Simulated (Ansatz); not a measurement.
Ansatz (a program for electronic structure) input (B3LYP/6-311+G**): The .json file is the Basis Set Exchange's 6-311+G**.

Ansatz 0.2 input:
```yaml
crystal:
  periodic: [false, false, false]
  atoms:
    - {symbol: C, position_ang: [-2.29442300, -0.25118900, -0.06811700]}
    - {symbol: C, position_ang: [-0.88478300, 0.32187400, -0.17788400]}
    - {symbol: C, position_ang: [0.18262400, -0.67248600, 0.25615400]}
    - {symbol: C, position_ang: [1.59628300, -0.16680500, 0.17106300]}
    - {symbol: O, position_ang: [1.91635800, 0.93122600, -0.20432100]}
    - {symbol: H, position_ang: [-2.41174300, -1.13901100, -0.69443700]}
    - {symbol: H, position_ang: [-3.04163400, 0.47833700, -0.38406600]}
    - {symbol: H, position_ang: [-2.52644200, -0.53997000, 0.96000800]}
    - {symbol: H, position_ang: [-0.79692300, 1.22553700, 0.42908500]}
    - {symbol: H, position_ang: [-0.68363700, 0.63387400, -1.20498400]}
    - {symbol: H, position_ang: [0.02375900, -1.00434300, 1.29108200]}
    - {symbol: H, position_ang: [0.13676500, -1.59454400, -0.33894900]}
    - {symbol: H, position_ang: [2.37078000, -0.89805100, 0.48952700]}
basis:
  gaussian:
    orbitals: 6-311+G__.json
hamiltonian:
  xc: {name: B3LYP}
output: {forces: true}
```

Output:

```
Functional definition: B3LYP
integrals: 0.09 GiB planned
1262 factors; their error is unknown
mean field: 0.70 GiB planned
mean field evaluation 1: about -6314.2512 eV, gradient 7.7e1 eV
mean field evaluation 2: about -6300.0407 eV, gradient 1.1e2 eV
mean field evaluation 4: about -6327.3604 eV, gradient 9.6e0 eV
mean field evaluation 8: about -6327.4996 eV, gradient 1.3e-1 eV
mean field evaluation 16: about -6327.4996 eV, gradient 2.3e-5 eV
mean field -6327.49964589 eV, -232.5313230533 hartree, gradient 2.3e-5 eV, S^2 0.000000; 0 other end points of the search recorded, 0 dependent functions left out
the calculation of the forces begins
reference -6327.49997628 eV, -232.5313351949 hartree; 20, 20 occupied and 138, 138 virtual orbitals, 1262 factors
Total energy: -6327.49997628 eV, -232.5313351949 hartree
Atom 0 at    -2.294423    -0.251189    -0.068117 Å, force    -0.054860    -0.014632     0.001495 eV/Å
Atom 1 at    -0.884783     0.321874    -0.177884 Å, force    -0.004724     0.052771    -0.019435 eV/Å
Atom 2 at     0.182624    -0.672486     0.256154 Å, force     0.004328    -0.048292     0.017786 eV/Å
Atom 3 at     1.596283    -0.166805     0.171063 Å, force     0.016079    -0.170378     0.062805 eV/Å
Atom 4 at     1.916358     0.931226    -0.204321 Å, force     0.097442     0.227241    -0.075524 eV/Å
Atom 5 at    -2.411743    -1.139011    -0.694437 Å, force    -0.023285    -0.050926    -0.037752 eV/Å
Atom 6 at    -3.041634     0.478337    -0.384066 Å, force    -0.053525     0.036720    -0.017007 eV/Å
Atom 7 at    -2.526442    -0.539970     0.960008 Å, force    -0.029947    -0.016133     0.058342 eV/Å
Atom 8 at    -0.796923     1.225537     0.429085 Å, force    -0.000860     0.058202     0.031382 eV/Å
Atom 9 at    -0.683637     0.633874    -1.204984 Å, force     0.005550     0.024723    -0.061082 eV/Å
Atom 10 at     0.023759    -1.004343     1.291082 Å, force    -0.001147    -0.023801     0.058066 eV/Å
Atom 11 at     0.136765    -1.594544    -0.338949 Å, force     0.004899    -0.055376    -0.029138 eV/Å
Atom 12 at     2.370780    -0.898051     0.489527 Å, force     0.040049    -0.020119     0.010061 eV/Å
Dipole moment:    -0.292401    -0.472720     0.150891 e Å
```

The geometry given is a B3LYP-D3(BJ)/def2-TZVP minimum.
